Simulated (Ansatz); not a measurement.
Geometry optimisation, RKS BHLYP/STO-3G (Ansatz 0.2.0).

Input file:

```yaml
crystal:
  periodic: [false, false, false]
  atoms:
    - { symbol: C, position_ang: [0.123, -1.7681, 0.9755] }
    - { symbol: B, position_ang: [0.4435, -0.9722, -0.3839] }
    - { symbol: Si, position_ang: [2.2701, -0.8349, -0.9487] }
    - { symbol: S, position_ang: [-0.8352, -0.2403, -1.4911] }
    - { symbol: C, position_ang: [-0.8376, 1.4349, -0.8263] }
    - { symbol: Si, position_ang: [-1.8985, 1.596, 0.7266] }
    - { symbol: H, position_ang: [-0.9994, -1.7292, 1.1064] }
    - { symbol: H, position_ang: [0.4815, -2.7514, 0.9103] }
    - { symbol: H, position_ang: [0.5523, -1.1862, 1.8637] }
    - { symbol: H, position_ang: [2.4752, -1.5019, -2.2106] }
    - { symbol: H, position_ang: [2.6626, 0.5816, -1.036] }
    - { symbol: H, position_ang: [3.1792, -1.4766, 0.0856] }
    - { symbol: H, position_ang: [-1.2988, 2.1645, -1.5845] }
    - { symbol: H, position_ang: [0.1769, 1.7639, -0.5668] }
    - { symbol: H, position_ang: [-1.3155, 0.7711, 1.8216] }
    - { symbol: H, position_ang: [-3.2491, 1.1317, 0.4527] }
    - { symbol: H, position_ang: [-1.949, 3.0166, 1.1457] }
basis:
  gaussian: { orbitals: STO-3G }
hamiltonian:
  xc: { name: BHLYP }
relax:
  f_tol: 0.02
  max_steps: 40
scf:
  lower_state_search: "off"
```

Command:

```bash
$ ansatz run input.yaml --threads 1 --pin off --max-ram 2048MiB --backend cpu --events-out ev --progress --plain --runs-dir out
```

Where does it end, and by what steps?

The forces met the threshold. The force dipped under the threshold on the way, but the program's further checks kept it going. Limits of this set-up: minimal basis. After 32 steps the energy has fallen by 1.791 eV; H11 moved furthest, 1.78 Å.

```
step  energy less start (eV)  largest force component (eV/Å)  accepted
   0                  0.0000                           4.272       yes
   2                 -0.6933                           0.266       yes
   4                 -0.9296                           0.864       yes
   6                 -1.2002                           1.899       yes
   8                 -1.5410                           0.762       yes
  10                 -1.7056                           0.425       yes
  12                 -1.7584                           0.155       yes
  14                 -1.7718                           0.147       yes
  16                 -1.7735                           0.430        no
  18                 -1.7792                           0.016       yes
  20                 -1.7820                           0.155       yes
  22                 -1.7850                           0.058       yes
  24                 -1.7862                           0.055       yes
  26                 -1.7875                           0.100       yes
  28                 -1.7895                           0.086       yes
  30                 -1.7909                           0.042       yes
  32                 -1.7913                           0.006       yes
```

```xyz
17
Properties=species:S:1:pos:R:3
C 0.287 -2.720 0.576
B 0.227 -1.235 0.030
Si 1.914 -0.252 -0.207
S -1.368 -0.635 -0.321
C -1.146 1.083 -0.908
Si -1.444 2.391 0.402
H -0.687 -3.202 0.669
H 0.904 -3.344 -0.075
H 0.765 -2.747 1.558
H 2.124 0.112 -1.579
H 1.937 0.966 0.548
H 3.041 -1.034 0.205
H -1.856 1.228 -1.724
H -0.153 1.200 -1.341
H -0.537 2.207 1.493
H -2.788 2.291 0.883
H -1.242 3.689 -0.170
```

Run time: 2.3 min on 1 thread of Arm Neoverse V1 (shared host), peak memory 0.15 GiB.
